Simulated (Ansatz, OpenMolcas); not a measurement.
# How methods differ on CHF3O3S (SMILES O=S(=O)(O)C(F)(F)F)

CHF3O3S has 9 atoms, charge 0, and is taken as a singlet. SMILES: `O=S(=O)(O)C(F)(F)F`. The shape is that of a PBE0-D4/def2-TZVP optimisation. This is one conformer, not always the lowest.

```xyz
9

O     1.4629   -0.5819    0.9857
S     0.2985   -0.7789    0.1944
O     0.1445   -1.8377   -0.7300
O    -0.9727   -0.7780    1.1281
C     0.0031    0.7967   -0.7252
F    -0.0766    1.8017    0.1382
F     1.0144    1.0041   -1.5475
F    -1.1209    0.7238   -1.4123
H    -0.7532   -0.3500    1.9686
```

Each level gives the vertical ionisation energy (to the doublet cation) (eV). The values are calculated.

```csv
level,kind,program,value (eV),CPU time (all runs)
HF/6-31G* (spherical functions),Hartree–Fock,Ansatz,11.76,75 s
revPBE/6-31G* (spherical functions),GGA,Ansatz,11.28,44 s
M06-L/6-31G* (spherical functions),meta-GGA,OpenMolcas,11.80,5 min
r2SCAN/6-31G* (spherical functions),meta-GGA,Ansatz,11.78,97 s
r2SCAN0/6-31G* (spherical functions),hybrid meta-GGA,Ansatz,12.34,3.2 min
wB97M-V/6-31G* (spherical functions),range-separated hybrid,Ansatz,12.28,7.8 min
MP2/6-31G* (spherical functions),perturbation theory,Ansatz,12.96,2.3 min
CCSD(T)/6-31G* (spherical functions),coupled cluster or CI,Ansatz,12.26,21 min
```

The values span 11.28 to 12.96 eV. The coupled-cluster rows rest on a doubtful reference here (large T1 or Brueckner and Hartree–Fock orbitals at odds), and rows may lie in different states. CPU times are rough (shared hosts, several kinds of processor): they show what a rung costs within a factor of a few.
